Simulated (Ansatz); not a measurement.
These are frozen-core CCSD(T)/cc-pVTZ // CAM-B3LYP-D3(BJ)/def2-TZVP (Ansatz, an electronic-structure program) values and carry that method's errors. The restricted HF reference is unstable towards unrestricted orbitals.

Ansatz 0.2 input:
```yaml
crystal:
  periodic: [false, false, false]
  atoms:
    - { symbol: C, position_ang: [-1.150021, -0.059165, 0.006202] }
    - { symbol: B, position_ang: [0.27296, 0.505453, 0.126216] }
    - { symbol: B, position_ang: [1.589278, 1.237803, 0.29211] }
    - { symbol: C, position_ang: [1.776865, -0.052704, -0.047209] }
    - { symbol: H, position_ang: [-1.684046, 0.043234, 0.953017] }
    - { symbol: H, position_ang: [-1.719073, 0.491777, -0.745281] }
    - { symbol: H, position_ang: [-1.155734, -1.114382, -0.272338] }
    - { symbol: H, position_ang: [2.06977, -1.052015, -0.312719] }
basis:
  gaussian: { orbitals: cc-pVTZ }
correlation:
  method: ccsd_t
```

Output:

```
Functional definition: HF
1000 factors; integrals over basis functions are off by at most 9.7e-4 eV
mean field evaluation 1: about -3462.2852 eV, gradient 3.4e1 eV
mean field evaluation 2: about -3462.2870 eV, gradient 3.4e1 eV
mean field evaluation 4: about -3465.4337 eV, gradient 4.5e0 eV
mean field evaluation 8: about -3465.5168 eV, gradient 1.3e-1 eV
mean field evaluation 16: about -3465.5052 eV, gradient 1.3e0 eV
mean field -3465.51712474 eV, -127.3554053222 hartree, gradient 2.1e-6 eV, S^2 0.000000; 0 other end points of the search recorded, 0 dependent functions left out; unrestricted orbitals would lower it
4 core orbitals not correlated
reference -3465.51712474 eV, -127.3554053222 hartree; 9, 9 occupied and 163, 163 virtual orbitals, 1000 factors
second order -14.26201875 eV of doubles, -0.00000000 eV of singles
cycle   1  -14.50991920 eV  change   -2.5e-1 eV  update   9.2e-2
cycle   2  -14.91696484 eV  change   -4.1e-1 eV  update   3.0e-2
cycle   3  -15.00583214 eV  change   -8.9e-2 eV  update   1.5e-2
cycle   4  -15.00099220 eV  change    4.8e-3 eV  update   4.3e-3
cycle   5  -15.00146863 eV  change   -4.8e-4 eV  update   2.0e-3
cycle   6  -15.00163804 eV  change   -1.7e-4 eV  update   6.7e-4
cycle   7  -15.00145100 eV  change    1.9e-4 eV  update   2.8e-4
cycle   8  -15.00149697 eV  change   -4.6e-5 eV  update   1.2e-4
cycle   9  -15.00150273 eV  change   -5.8e-6 eV  update   5.0e-5
cycle  10  -15.00146882 eV  change    3.4e-5 eV  update   2.2e-5
cycle  11  -15.00148225 eV  change   -1.3e-5 eV  update   1.1e-5
perturbative correction -0.81706040 eV, -0.0300264158 hartree
Total energy: -3481.33566739 eV, -127.9367260425 hartree
```

Cost: around 50 core-seconds (rough).
